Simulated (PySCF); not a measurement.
Cd(I)(Et) (C2H5CdI), SMILES C[CH2][Cd][I].

Coordinates come from a PBE0-D3(BJ)/def2-SVP optimisation. The structure was generated by enumeration; whether it is a known compound was not checked. The def2 effective core potentials stand for the cores of Cd, I; spin–orbit coupling is left out. Other conformers were not sampled.

Two levels are set side by side: PBE/def2-TZVP (PySCF) and B3LYP/def2-TZVP (PySCF). Same geometry, gas phase. Differences are taken from unrounded values.

| quantity | PBE |
|---|---|
| orbital gap (eV) | 4.31 |
| highest occupied level (eV) | -6.15 |
| lowest empty level (eV) | -1.84 |
| dipole moment (D) | 3.03 |
| mean polarisability (bohr³) | 97.2 |

Question: These are the PBE values. What does B3LYP give? (Estimate from the structure and the level; the computed values follow.)

Answer: 
| quantity | B3LYP | PBE minus B3LYP |
|---|---|---|
| orbital gap (eV) | 5.67 | -1.36 |
| highest occupied level (eV) | -7.00 | 0.85 |
| lowest empty level (eV) | -1.33 | -0.51 |
| dipole moment (D) | 3.05 | -0.03 |
| mean polarisability (bohr³) | 94.5 | 2.7 |

PBE's occupied levels lie high since its potential decays too fast outside the molecule; exact exchange lowers them and widens the gap. Differences between two approximate levels are no errors against the true value.

Rough cost on one machine, each run with all the roots and properties that it gave: B3LYP against PBE within a factor of 2.
